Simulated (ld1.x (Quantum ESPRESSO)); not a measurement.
## Pt, ultrasoft: configuration errors across variants

- Element: platinum
- Generator: ld1.x (Quantum ESPRESSO) 7.5
- Type: ultrasoft
- Functional: PBE
- Relativity: scalar-relativistic
- Frozen core: [Kr] 4d10 4f14
- Valence charge: 18
- Reference configuration: 5s2 5p6 5d9 6s1 6p0
- Partial waves: 5s (bound): rcut 1.20, rcutus 1.50 bohr; 6s (bound): rcut 1.20, rcutus 1.50 bohr; 5p (bound): rcut 1.45, rcutus 1.65 bohr; 6p (bound, empty): rcut 1.45, rcutus 1.65 bohr; 5d (bound): rcut 1.15, rcutus 1.25 bohr; 5d channel at -0.1 Ry: rcut 1.15, rcutus 1.25 bohr
- Local potential: all-electron potential smoothed inside 1.25 bohr (lloc = -2)
- Core correction: none
- Augmentation charge: PSQ, inside the norm-conserving radii

All-electron excitation energies from the reference (eV): (1) 5s2 5p6 5d9 6s0 6p0 9.194; (2) 5s2 5p6 5d8 6s0 6p0 29.160; (3) 5s2 5p6 5d7 6s0 6p0 61.376; (4) 5s2 5p6 5d8 6s2 6p0 1.005; (5) 5s2 5p6 5d10 6s0 6p0 -0.018; (6) 5s2 5p6 5d6 6s0 6p0 107.029; (7) 5s2 5p6 5d9.5 6s0.5 6p0 -0.123.

The overlap operator is not positive definite (basis up to 400 Ry) in “local potential all-electron potential smoothed inside 0.62 bohr (lloc = -2)”, “local potential all-electron potential smoothed inside 0.78 bohr (lloc = -2)”, “local potential all-electron potential smoothed inside 0.92 bohr (lloc = -2)”. Such files are unfit for use, however small their errors in these radial tests.

Errors AE − PS in meV (a dash: test not solved or not reliable):

| change | (1) | (2) | (3) | (4) | (5) | (6) | (7) | bound ghosts |
| --- | --- | --- | --- | --- | --- | --- | --- | --- |
| base | +1.2 | -2.0 | -7.7 | +27 | +2.4 | -14 | -0.2 | none |
| local potential all-electron potential smoothed inside 0.62 bohr (lloc = -2) | -0.9 | -2.2 | -22 | +16 | -2.4 | -80 | -1.5 | not determined (overlap not positive) |
| local potential all-electron potential smoothed inside 0.78 bohr (lloc = -2) | +1.6 | -2.1 | -6.0 | +25 | +3.2 | -4.3 | +0.1 | not determined (overlap not positive) |
| local potential all-electron potential smoothed inside 0.92 bohr (lloc = -2) | +1.2 | -2.1 | -7.4 | +24 | +2.5 | -12 | -0.2 | not determined (overlap not positive) |
| local potential all-electron potential smoothed inside 1.10 bohr (lloc = -2) | +1.3 | -2.0 | -7.7 | +28 | +2.4 | -14 | -0.2 | none |
| local potential all-electron potential smoothed inside 1.20 bohr (lloc = -2) | +1.2 | -2.0 | -7.7 | +27 | +2.4 | -14 | -0.2 | none |
| local potential all-electron potential smoothed inside 1.30 bohr (lloc = -2) | +1.2 | -2.0 | -7.6 | +28 | +2.4 | -13 | -0.1 | none |
| local potential all-electron potential smoothed inside 1.46 bohr (lloc = -2) | +1.2 | -2.2 | -7.6 | +32 | +2.8 | -12 | +0.1 | none |
| local potential all-electron potential smoothed inside 1.60 bohr (lloc = -2) | +1.0 | -2.3 | -8.6 | +26 | +2.3 | -18 | -0.2 | none |
| local potential all-electron potential smoothed inside 1.92 bohr (lloc = -2) | +0.9 | -2.4 | -9.0 | +25 | +2.1 | -19 | -0.3 | none |

(1) Give the same row for: local potential all-electron potential smoothed inside 1.74 bohr (lloc = -2).

Answers

(1) +1.0, -2.3, -8.7, +25, +2.2, -18, -0.2; bound ghosts: none.
